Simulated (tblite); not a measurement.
Species: C₉H₇ (doublet state).
Atom-mapped SMILES: `[C:1]#[C:2][C@@H:3]([C:4]#[C:5][C:6]#[CH:7])[CH2:8][CH3:9]` (hydrogens: H10 on C3; H11 on C7; H12, H13 on C8; H14, H15, H16 on C9)

The geometry is computed with GFN2-xTB (gas phase). This method treats the open shell by occupation alone, without spin polarisation.

**Question.** List the bond lengths, angles and torsions at this level.

**Answer.** 
```tsv
bond	length (pm)
C1≡C2	119.5
C2–C3	148.1
C3–C4	143.8
C4≡C5	121.1
C5–C6	135.5
C6≡C7	120.6
C3–C8	153.7
C8–C9	152.2
C3–H10	109.8
C7–H11	104.8
C8–H12	109.2
C8–H13	109.4
C9–H14, C9–H15, C9–H16	108.8
```

Bonds in one row agree within 1 pm and their mean is given. A selection of angles:
```tsv
angle	degrees
C1–C2–C3	175.1
C2–C3–C4	106.9
C2–C3–C8	110.7
C4–C3–C8	111.8
C3–C4–C5	176.8
C4–C5–C6	177.6
C5–C6–C7	179.7
C3–C8–C9	111.7
```

Torsions: C2–C3–C8–C9 64° (synclinal).

Of the pairs four or more bonds apart, C2···H15 is among the closest relative to their van der Waals radii: 2.67 Å, 92 % of the sum of Bondi's values. The C–C distances run from 1.195 Å (C1≡C2, drawn triple) to 1.537 Å (C3–C8, drawn single), a spread of 0.342 Å.

Point group: C1 (no symmetry element, even within 0.4 Å). Its GFN2-xTB frequencies are all real (lowest 60 cm⁻¹).

One conformer stands for the species.
